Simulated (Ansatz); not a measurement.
Geometry optimisation, RKS PBE-D4/cc-pVDZ in Ansatz.

The input (input.yaml):

```yaml
crystal:
  periodic: [false, false, false]
  atoms:
    - { symbol: Si, position_ang: [0.0, 0.0, 0.0] }
    - { symbol: H, position_ang: [0.0, 0.0, 1.81] }
    - { symbol: H, position_ang: [1.3768, 0.0, -0.4862] }
    - { symbol: O, position_ang: [-0.7913, 1.3709, -0.5594] }
    - { symbol: H, position_ang: [-1.7491, 1.1401, -0.7818] }
    - { symbol: O, position_ang: [-0.7913, -1.3709, -0.5594] }
    - { symbol: H, position_ang: [-1.2459, -1.8365, 0.2129] }
    - { symbol: P, position_ang: [1.2944, -1.9656, 0.782] }
    - { symbol: H, position_ang: [0.4981, -3.1353, 0.6631] }
    - { symbol: H, position_ang: [2.4646, -2.108, -0.0096] }
    - { symbol: H, position_ang: [0.522, -0.7926, 1.8858] }
basis:
  gaussian: { orbitals: cc-pVDZ }
hamiltonian:
  xc: pbe
  dispersion: d4
relax:
  f_tol: 0.15
  max_steps: 25
  restrain:
    - { distance: [0, 7], at: 3.38, k: 30.0 }
    - { distance: [10, 1], at: 1.86, k: 30.0 }
    - { distance: [0, 1], at: 1.46, k: 30.0 }
    - { distance: [10, 7], at: 1.42, k: 30.0 }
output:
  orbitals: {}
```

Run as:

```bash
$ ansatz run input.yaml --threads 2 --pin off --max-ram 3072MiB --backend cpu --events-out ev --progress --plain --runs-dir out
```

Q: Where does it end, and by what steps?

A: It converged. The restraints hold the end off the free minimum. After 11 steps the energy has fallen by 3.988 eV (the restraints' own energy left out); P8 moved furthest, 0.87 Å. Parted: Si1–P8 (2.48 → 3.40 Å).

| step | energy less start (eV) | largest force component (eV/Å) | accepted |
| --- | --- | --- | --- |
| 0 | 0.0000 | 3.565 | yes |
| 1 | -0.8593 | 2.722 | yes |
| 2 | -1.8053 | 4.219 | yes |
| 3 | -2.7354 | 3.995 | yes |
| 4 | -3.6041 | 1.979 | yes |
| 5 | -3.9003 | 0.745 | yes |
| 6 | -3.9379 | 0.824 | yes |
| 7 | -3.9544 | 0.810 | yes |
| 8 | -3.9665 | 0.739 | yes |
| 9 | -3.7478 | 3.200 | no |
| 10 | -3.9784 | 0.812 | yes |
| 11 | -3.9875 | 0.822 | yes |

```xyz
11
Properties=species:S:1:pos:R:3
Si -0.163 0.000 -0.039
H -0.171 0.126 1.435
H 1.216 -0.082 -0.609
O -0.783 1.391 -0.794
H -1.751 1.470 -0.678
O -1.151 -1.318 -0.483
H -1.453 -1.840 0.283
P 1.645 -2.521 1.351
H 0.693 -2.789 0.291
H 2.530 -1.811 0.453
H 0.966 -1.323 1.749
```

The run took 23 s on 2 threads of Arm Neoverse V2, on a shared host, peak memory 0.14 GiB.
